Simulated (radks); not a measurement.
Task: These are the eigenvalues of the occupied orbitals of an atom or ion with whole-number occupations (hartree). All-electron calculation, scalar-relativistic Kohn-Sham, LDA (Slater exchange, Perdew-Wang correlation), spin-polarised, spherical densities, point nucleus. Program: a radial shooting solver on a logarithmic mesh with Libxc functionals.

| orbital | eigenvalue |
|---|---|
| 1s up | -1315.857 |
| 1s down | -1315.850 |
| 2s up | -207.8116 |
| 2s down | -207.8076 |
| 2p up | -186.6852 |
| 2p down | -186.6795 |
| 3s up | -44.46453 |
| 3s down | -44.45825 |
| 3p up | -37.66491 |
| 3p down | -37.65807 |
| 3d up | -27.65623 |
| 3d down | -27.64979 |
| 4s up | -9.67590 |
| 4s down | -9.66249 |
| 4p up | -7.49688 |
| 4p down | -7.48203 |
| 4d up | -4.32265 |
| 4d down | -4.30144 |
| 5s up | -2.47591 |
| 5s down | -2.38309 |
| 5p up | -1.91977 |

Which element is it, and in what charge state? The configuration may be excited. Open shells, if any, are filled with parallel spins first.

Result: Z = 55, caesium, charge +4: Cs4+ in [Kr] 4d10 5s2 5p3. The list shows which subshells hold electrons but not how many an open one holds; the 1s level, -1315.9 hartree, gives Z - s = 51.3 by -(Z - s)^2/2, which with screening and relativity narrows Z to a few neighbours, and the depths of the outer levels then fix element, charge and occupations together.
